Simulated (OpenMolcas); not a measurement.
Computed levels of 3d2 in ions with 20 electrons, in cm-1 above 3F2.

- Program: OpenMolcas 26.06
- Method: RASSCF
- Basis: ANO-RCC-VTZP
- Scalar Hamiltonian: DKH2, point nucleus
- Spin-orbit coupling: RASSI with atomic mean-field integrals over the reference wave functions, term energies averaged over their components

Active space for each ion: 8 electrons in 8 orbitals (RAS1 3p, at most 2 holes; RAS2 3d).

| Level | Ti2+ | Cr4+ | Mn5+ | Co7+ |
| --- | --- | --- | --- | --- |
| 3F3 | 214 | 532 | 782 | 1410 |
| 3F4 | 492 | 1212 | 1770 | 3151 |
| 1D2 | 10513 | 14998 | 17209 | 21203 |
| 3P0 | 13043 | 18194 | 20662 | 24981 |
| 3P1 | 13116 | 18382 | 20944 | 25509 |
| 3P2 | 13268 | 18785 | 21558 | 26693 |
| 1G4 | 18495 | 25969 | 29505 | 35885 |
| 1S0 | 38166 | 54089 | 61673 | 75275 |

Q: Estimate 3F4, 1D2, 3P0 for V3+ from its neighbours Ti2+ and Cr4+.

A: 3F4 is fine structure, which grows about as the fourth power of a screened charge, so the fourth roots are averaged: ((492^0.25 + 1212^0.25) / 2)^4 = 792. The calculation gives 801, so the estimate is off by -1.1 %; the measured value is 735 (Sugar and Corliss, J. Phys. Chem. Ref. Data 7, 1191 (1978)).
1D2 is another term, which grows about linearly with the charge: (10513 + 14998) / 2 = 12756. The calculation gives 12735, so the estimate is off by +0.2 %; the measured value is 10959 (Sugar and Corliss, J. Phys. Chem. Ref. Data 7, 1191 (1978)).
3P0 is another term, which grows about linearly with the charge: (13043 + 18194) / 2 = 15618. The calculation gives 15632, so the estimate is off by -0.1 %.

Without dynamic correlation excited terms often stand tens of per cent too high (terms of higher spin than the ground term too low), and those without a measured partner can miss by more than the paired ones. Active for correlation alone: 3p; no level in the range computed is led by a configuration that opens it, so any true level of that kind is missing. Computed and measured levels are paired by configuration, term and J; levels that our copy of the source lacks, or whose pairing is in doubt (as where it misses far off the trend of its configuration), stay unpaired and out of the deviations. Levels of configurations outside the active space are missing.
